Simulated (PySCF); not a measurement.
Ne²⁺: ionisation energy

Ne²⁺ [He] 2s2 2p4 (3P) → Ne³⁺ [He] 2s2 2p3 (4S), as a difference of total energies. Calculation: PySCF 2.14, in aug-cc-pwCVDZ; no relativity, point nucleus. Correlated levels: valence and next inner shell: nothing frozen. The calculations carry no spin-orbit coupling.

| method | ionisation energy (eV) |
| --- | --- |
| UHF | 61.655 |
| MP2 (valence and next inner shell) | 62.492 |
| CCSD(T) (valence and next inner shell) | 62.503 |
| CCSDT (valence and next inner shell) | 62.504 |

Question: Estimate what CCSD (valence and next inner shell) gives.

Answer: 62.488 eV, closest to MP2 (valence and next inner shell) among the rows shown.

Question: Estimate what SCS-MP2 (valence and next inner shell) gives.

Answer: 62.490 eV, closest to MP2 (valence and next inner shell) among the rows shown.

A first-order spin-orbit estimate (lowest level to lowest level, LS coupling) adds 0.035 eV.

Errors of the correlated levels include the incompleteness of this basis.

For comparison: 63.423 eV (measured; NIST Atomic Spectra Database, ionization energies).
